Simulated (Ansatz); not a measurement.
Reactions of `C=C(F)Br`.

Program: Ansatz. Geometries: PBE0-D4/def2-TZVP. ΔE: electronic, gas phase. CBS: MP2 limit from def2 TZ/QZ plus the TZ coupled-cluster correction, frozen cores. This one scheme is used for every species, atoms too. Functionals use def2-TZVPP. No spin–orbit coupling; open shells (•) take unrestricted orbitals. Spin–orbit coupling would lower the free atoms: a little for C, F; clearly for Br. Bonds to Br are less sure, by a few kJ/mol each and by 10 to 20 or more in all where they break to atoms, as the def2 sets lack core-valence functions. Scalar relativity is left out up to krypton. Each species was taken in one conformer, which may not be the lowest.

```tsv
reaction	revPBE-D4 (kJ/mol)	CCSD(T)/CBS(def2) (kJ/mol)
`C=C(F)Br` → Br• + 2 C• + F• + 2 H•	2282	2253
`C=C(F)Br` + H₂O → `C=C(O)Br` + H–F	-15	-16
`C=C(F)Br` + `C=N` → `C=NC(=C)F` + HBr	-49	-48
`C=C(F)Br` + H₂O → `C=C(O)F` + HBr	-16	-13
`C=C(F)Br` + H₂ → `C=CBr` + H–F	-82	-107
```

Largest T1 diagnostic: 0.013, for `C=NC(=C)F`.
